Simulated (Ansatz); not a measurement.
Basis-set extrapolation for C$_{10}$H$_{20}$ (`C=CCCCCCCCC`) (PBE0-D4/def2-TZVP geometry, frozen core, the Gaussian-basis code of Ansatz). Multiplicity 1, RHF reference.

|  | def2-TZVPP | def2-QZVPP |
| --- | --- | --- |
| HF | -390.445176 | -390.463241 |
| MP2 correlation | -1.735513 | -1.842425 |
| CCSD(T) correlation | -1.915005 | not run |

Energies in hartree. Use E(X) = E(∞) + A·exp(−7.88·√X) for Hartree–Fock and E(X) = E(∞) + B·X^(−2.97) for correlation, with X = 3 and 4, and add CCSD(T) minus MP2 of the smaller set to the MP2 limit.

What is the CCSD(T) energy at the basis-set limit?

HF limit: -390.463241 + (-0.018065) × 0.13774 = -390.46573. MP2 limit: -1.842425 + (-0.106912) × 0.74074 = -1.92162. Higher-order term: -1.915005 − (-1.735513) = -0.17949. Total: -392.56684 hartree, 5.62 eV below CCSD(T)/def2-TZVPP.
